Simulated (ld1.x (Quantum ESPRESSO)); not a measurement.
# Ranking TM semilocal potentials for Ba

All share these settings but for the change named:

* Element: Ba
* Generator: ld1.x (Quantum ESPRESSO) 7.5
* Type: norm-conserving Troullier–Martins (semilocal form)
* Functional: LDA (PZ)
* Relativity: scalar-relativistic
* Frozen core: [Xe]
* Valence charge: 2
* Reference configuration: 5d0 6s1.75 6p0.25
* Partial waves: 6s (bound): rc 3.75 bohr; 5d (bound, empty): rc 3.60 bohr; 6p (bound): rc 3.55 bohr
* Local potential: the p channel
* Core correction: Bessel-smoothed model core inside 2.35 bohr

Test errors are all-electron minus pseudo excitation energies from the reference, over 5d0 6s2 6p0; 5d0 6s1 6p0; 5d0 6s1.5 6p0; 5d0 6s0 6p2; 5d0.5 6s1.5 6p0; 5d1 6s1 6p0; 5d0 6s0 6p1. None of these files shows a bound ghost.

The base gives 43.8 meV.

Of 6 variants that were run, those that failed, showed a ghost or another fault, or gave nearly equal values are left out.

A variant can come out equal or close to the base, since the largest error may sit in a test that the change hardly touches while other tests move.

(1) Rank these variants by their largest absolute test error, smallest first.
A. all radii but the core radius scaled by about 1.19 (s 4.46, p 4.22, d 4.28 bohr)
B. all radii but the core radius scaled by about 1.24 (s 4.66, p 4.40, d 4.46 bohr)
C. all radii but the core radius scaled by about 1.06 (s 3.98, p 3.76, d 3.82 bohr)
D. all radii but the core radius scaled by about 1.40 (s 5.24, p 4.96, d 5.02 bohr)

Answers

(1) B (30.8 meV), A (38.0 meV), C (43.9 meV), D (63.9 meV).
